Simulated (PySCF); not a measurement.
Compound: C2H5NOSi.
Bonds: Si1–O2, O2–C3, C3–N4 (double), N4–C5, C3–C5. Hydrogens: H6, H7, H8 on Si1; H9, H10 on C5.

Method: EOM-IP-CCSD/aug-cc-pVDZ in PySCF, restricted Hartree–Fock reference, 9 core orbitals frozen, non-relativistic, gas phase, PBE0-D3(BJ)/def2-SVP geometry.

Hartree–Fock orbital energies give these Koopmans values (eV): HOMO 10.84, HOMO-1 11.18, HOMO-2 13.43, HOMO-3 13.45, HOMO-4 14.10, HOMO-5 16.11, HOMO-6 16.75, HOMO-7 18.16.

Problem. What vertical ionisation energies does EOM-IP-CCSD give?

Solution. 
| leading hole (HF orbital) | Koopmans (eV) | EOM-IP-CCSD (eV) | change (eV) | one-hole share |
| --- | --- | --- | --- | --- |
| HOMO | 10.84 | 10.18 | -0.66 | 0.95 |
| HOMO-1 | 11.18 | 10.20 | -0.98 | 0.95 |
| HOMO-2 | 13.43 | 12.29 | -1.14 | 0.95 |
| HOMO-3 | 13.45 | 12.66 | -0.79 | 0.95 |
| HOMO-4 | 14.10 | 13.26 | -0.84 | 0.95 |
| HOMO-5 | 16.11 | 14.50 | -1.61 | 0.94 |
| HOMO-6 | 16.75 | 14.59 | -2.16 | 0.92 |
| HOMO-7 | 18.16 | 16.47 | -1.69 | 0.92 |

Problem. Does the order of the lines follow the orbital energies?

Solution. Yes, no two lines change places. The corrections run from -2.16 to -0.66 eV, with a mean of -1.23 eV over the 8 lines; no line lies above its Koopmans value. Koopmans values leave out both the relaxation of the orbitals and the change in correlation energy.

Problem. At what kinetic energies would He I light (21.22 eV) eject these electrons?

Solution. 11.04 eV (HOMO), 11.02 eV (HOMO-1), 8.93 eV (HOMO-2), 8.56 eV (HOMO-3), 7.96 eV (HOMO-4), 6.72 eV (HOMO-5), 6.63 eV (HOMO-6), 4.75 eV (HOMO-7).

Problem. What total energy has the lowest final state, and which wavelength reaches it?

Solution. E(CCSD) + ionisation energy = -497.64468 + 0.37410 = -497.27058 Eh, at the geometry of the initial state. The threshold wavelength is 1239.84 eV nm/10.18 eV = 121.8 nm.

Lines less than 0.15 eV apart could change places at a higher level. One root was sought for each valence orbital with −ε under 21 eV, eight at most, so deeper holes and satellites are missing; no vibrational structure.

Shape of the structure used: `[SiH3:1][O:2][C:3]1=[N:4][CH2:5]1`: Si1–O2–C3–N4 2°.

One conformer stands for the species.
